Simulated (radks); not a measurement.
Isoelectronic series with 21 electrons, each ion in its NIST ground configuration. Calculated with a radial shooting solver on a logarithmic mesh with Libxc functionals: Dirac Kohn-Sham, PBE, spin-unpolarised, spherical densities, point nucleus; open shells are shared between the two j in proportion to 2j + 1. Total energies (hartree) and mean radii <r> (bohr):

ion   configuration  E (hartree)   3d5/2   3d3/2
Sc     [Ar] 3d1 4s2   -764.06267   1.871   1.865
Ti+    [Ar] 3d2 4s1   -853.30301   1.521   1.516
V2+        [Ar] 3d3   -948.20711   1.323   1.319
Cr3+       [Ar] 3d3  -1048.56969   1.109   1.106
Mn4+       [Ar] 3d3  -1154.37271  0.9694  0.9668
Fe5+       [Ar] 3d3  -1265.61585  0.8678  0.8654
Co6+       [Ar] 3d3  -1382.30593  0.7889  0.7867
Ni7+       [Ar] 3d3  -1504.45380  0.7252  0.7230
